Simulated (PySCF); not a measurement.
GeH3O3, charge +1, multiplicity 1. Atoms are numbered in the order given.

```xyz
7

O     -1.5681    -0.6096     0.0000
Ge     0.0056     0.0070     0.0000
O      1.3010    -1.0938     0.0000
O      0.0637     1.7001     0.0000
H     -1.6877    -1.5751     0.0000
H      2.2255    -0.7948     0.0000
H      0.9120     2.1728     0.0000
```
Charge +1, spin multiplicity 1.

The structure is a stationary point at ωB97X-D3(BJ)/def2-SVP. The spin state was assumed, not searched. The isomer is the one that the SMILES or the coordinates give; other isomers of the formula were not compared. One conformer was computed; it need not be the lowest.

The numbers are results of HF/def2-TZVP run with PySCF, not measurements.

Symmetry labels are those of the subgroup Cs that the program uses (full group Cs).

Computed valence orbital energies around the gap with their symmetry:
```csv
orbital,symmetry,energy (eV)
HOMO−7,A',-26.22
HOMO−6,A',-24.84
HOMO−5,A',-22.98
HOMO−4,A",-21.94
HOMO−3,A',-21.51
HOMO−2,A',-20.86
HOMO−1,A",-20.78
HOMO,A",-20.54
LUMO,A',-4.10
LUMO+1,A",-3.41
LUMO+2,A',-1.20
LUMO+3,A',-0.67
```
